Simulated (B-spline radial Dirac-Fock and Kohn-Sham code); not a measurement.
**How the levels of terbium move as electrons are removed**

These are calculated numbers from a radial B-spline solver; the model is ΔSCF Dirac-Fock with Breit, self-energy and vacuum polarisation, finite nucleus, configuration average. Each ion is free and in its tabulated ground configuration. Correlation and solid-state effects are left out.

Reference: Tb¹⁴⁺, [Kr] 4d10 4f5, with M2 2069.0 eV, N1 693.3 eV, N2 613.3 eV, N3 577.4 eV, N6,7 282.0 eV, Kα1 (K-L3) 44481.6 eV, Kβ1 (K-M3) 50384.1 eV, Lα1 (L3-M5) 6274.0 eV. Shifts from it, in eV (a dash: the subshell is empty, belongs to an open shell averaged over j, or its hole state is left out as unreliable):

```
  ion  configuration      M2      N1      N2      N3    N6,7    Kα1    Kβ1    Lα1
Tb¹⁵⁺  [Kr] 4d10 4f4   +39.1   +35.1   +34.7   +34.2   +33.4  -0.89  -1.87  -0.87
Tb¹⁶⁺  [Kr] 4d10 4f3   +79.9   +71.4   +70.6   +69.6   +68.2  -1.86  -3.81  -1.73
Tb¹⁷⁺  [Kr] 4d10 4f2       ?       ?       ?       ?       ?      ?      ?      ?
Tb¹⁸⁺  [Kr] 4d10 4f1  +166.6  +147.2  +145.7  +143.4  +141.5  -4.03  -7.83  -3.38
Tb¹⁹⁺      [Kr] 4d10  +212.3  +186.7  +184.8  +181.8       –  -5.22  -9.87  -4.16
```

Q: Give the missing shifts for Tb¹⁷⁺.

A: M2 +122.4, N1 +108.8, N2 +107.7, N3 +106.0, N6,7 +104.2, Kα1 -2.90, Kβ1 -5.80, Lα1 -2.57 (eV).

Over this range M2 (3p1/2) moves by +212.3 eV and Kα1 by -5.2 eV: a line is a difference of two levels that shift in the same direction.
